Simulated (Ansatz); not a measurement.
```yaml
crystal:
  periodic: [false, false, false]
  atoms:
    - {symbol: C, position_ang: [-1.766502, 0.839376, -0.369150]}
    - {symbol: N, position_ang: [-0.770791, 0.210531, -0.808936]}
    - {symbol: Si, position_ang: [0.311772, -0.704306, 0.217970]}
    - {symbol: N, position_ang: [1.948135, -0.229008, 0.101617]}
    - {symbol: H, position_ang: [-2.420559, 1.398324, -1.049941]}
    - {symbol: H, position_ang: [-2.051929, 0.878797, 0.696213]}
    - {symbol: H, position_ang: [-0.099747, -0.543700, 1.644387]}
    - {symbol: H, position_ang: [0.201475, -2.111126, -0.236020]}
    - {symbol: H, position_ang: [2.469744, -0.407542, -0.741292]}
    - {symbol: H, position_ang: [2.261402, 0.617454, 0.548153]}
basis:
  gaussian: {orbitals: pcseg-2}
total_charge: 1
magnetization: {spin_polarized: true, initial_magnetization: 1}
hamiltonian: {xc: {name: wB97M-V}, dispersion: d4}
accuracy: high
scf: {lower_state_search: off}
```

```sh
$ ansatz run in.yaml --threads 2 --pin off --events-out ev --progress --plain --max-ram 4352MiB
```

Question: How does Ansatz answer? (Best estimate.)

Answer: Computed: The input was rejected before any iteration.
```
Error: invalid value for `hamiltonian.dispersion`: no damping is tabulated for this functional; type it, or the functional that lends it
```
